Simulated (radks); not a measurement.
Values are calculated unless marked as measured or tabulated.
Q: These are the eigenvalues of the occupied orbitals of an atom or ion with whole-number occupations (Ry). Level of theory: non-relativistic Kohn-Sham, r2SCAN, spin-unpolarised, spherical densities, point nucleus; meta-GGA in the generalised Kohn-Sham scheme (a radial shooting solver on a logarithmic mesh with Libxc functionals).

1s: -554.9062
2s: -66.23459
2p: -57.47141
3s: -8.24771
3p: -5.58737
3d: -1.27414
4s: -0.91632

Which element is it, and in what charge state? The configuration may be excited.

A: Z = 27, cobalt, charge +1: Co+ in [Ar] 3d7 4s1. The list shows which subshells hold electrons but not how many an open one holds; the 1s level, -277.45 hartree, gives Z - s = 23.6 by -(Z - s)^2/2, which with screening narrows Z to a few neighbours, and the depths of the outer levels then fix element, charge and occupations together.
